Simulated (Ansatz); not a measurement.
`OB[NH][AlH2]` + H₂ → `B[NH][AlH2]` + H₂O at 700 K and 1 bar (hydrogenolysis of a B–O bond).

Computed with Ansatz on PBE0-D4/def2-TZVP structures; ΔE is electronic, products minus reactants. CBS: MP2 limit from def2 TZ/QZ plus the TZ coupled-cluster correction, frozen cores. This one scheme is used for every species. One conformer a species, not always the lowest.

```json
{"species": "`OB[NH][AlH2]`", "CCSD(T)/CBS energy (Eh)": "-399.80663", "H − E (kJ/mol)": "221.7", "S (J/(mol·K))": "413.1"}
{"species": "H₂", "CCSD(T)/CBS energy (Eh)": "-1.17544", "H − E (kJ/mol)": "46.8", "S (J/(mol·K))": "155.3"}
{"species": "`B[NH][AlH2]`", "CCSD(T)/CBS energy (Eh)": "-324.56557", "H − E (kJ/mol)": "193.7", "S (J/(mol·K))": "377.1"}
{"species": "H₂O", "CCSD(T)/CBS energy (Eh)": "-76.37941", "H − E (kJ/mol)": "80.5", "S (J/(mol·K))": "218.4"}
```

H − E and S are ideal-gas, rigid-rotor, harmonic terms from PBE0-D4/def2-TZVP, for one conformer and one mirror image of each species. The MP2-based limit puts H₂ 0.8 mEh under its directly extrapolated value; such offsets cancel only in part. 1 Eh = 2625.50 kJ/mol, R = 8.31446 J/(mol·K).

Problem. By hand: ΔE, ΔH, ΔS and ΔG.

Solution. ΔE = (-324.56557) + (-76.37941) − (-399.80663) − (-1.17544) = 0.03709 Eh = 97.4 kJ/mol. Δ(H − E) = 193.7 + 80.5 − 221.7 − 46.8 = 5.7, so ΔH = 103.1 kJ/mol. ΔS = 377.1 + 218.4 − 413.1 − 155.3 = 27.1 J/(mol·K). ΔG = 103.1 − 700 × (27.1)/1000 = 84.1 kJ/mol.

Problem. By hand: the equilibrium constant, and the temperature at which ΔG would vanish if ΔH and ΔS stayed fixed.

Solution. log₁₀ K = −ΔG/(RT ln 10) = -6.3. ΔG = 0 at ΔH/ΔS = 3804 K, far beyond where these terms or the molecules hold.

ΔH outweighs TΔS. A doubt of 5 kJ/mol in ΔE shifts log₁₀ K by 0.4 here. Other conformers and mirror images would add mixing entropy, several J/(mol·K) or more a flexible species. These are equilibria of isolated gas molecules and say nothing of rates. Largest T1 diagnostic: 0.012 (customary marks: 0.02 for closed shells, 0.045 for open ones).
